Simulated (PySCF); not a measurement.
1,1-dichloro-3-fluoropropa-1,2-diene (C₃HCl₂F), SMILES ClC(Cl)=C=CF.

The structure is a stationary point at PBE0-D3(BJ)/def2-SVP.

The numbers are results of TDA-B3LYP/def2-SVPD (PySCF), not measurements.

Vertical excitations. Isolated molecule, no solvent. State labels are in the subgroup Cs.

Task: List the lowest excited states. (The exact figures need the calculation; the answer reports its results.)

Result: 
```tsv
state	symmetry	energy (eV)	λ (nm)	f	main pairs
S1	A"	4.93	252	0.000	HOMO→LUMO+1 90 %
S2	A"	5.14	241	0.000	HOMO−1→LUMO 90 %
S3	A'	6.04	205	0.018	HOMO→LUMO+2 46 %, HOMO→LUMO 32 %, HOMO−1→LUMO+1 15 %
S4	A'	6.07	204	0.011	HOMO→LUMO+2 52 %, HOMO→LUMO 26 %, HOMO−1→LUMO+1 16 %
S5	A"	6.52	190	0.000	HOMO−2→LUMO 98 %
S6	A"	6.54	190	0.000	HOMO−1→LUMO+2 96 %
S7	A'	6.71	185	0.164	HOMO−2→LUMO+1 73 %, HOMO→LUMO 16 %
S8	A"	7.03	176	0.023	HOMO−3→LUMO 83 %
S9	A'	7.05	176	0.001	HOMO−3→LUMO+1 97 %
S10	A'	7.17	173	0.000	HOMO−4→LUMO 97 %
T1	A'	3.90	318	0	HOMO→LUMO 88 %
T2	A'	4.17	297	0	HOMO−1→LUMO+1 86 %
T3	A"	4.58	271	0	HOMO→LUMO+1 92 %
T4	A"	4.79	259	0	HOMO−1→LUMO 91 %
```
Triplets are in the Tamm–Dancoff approximation.
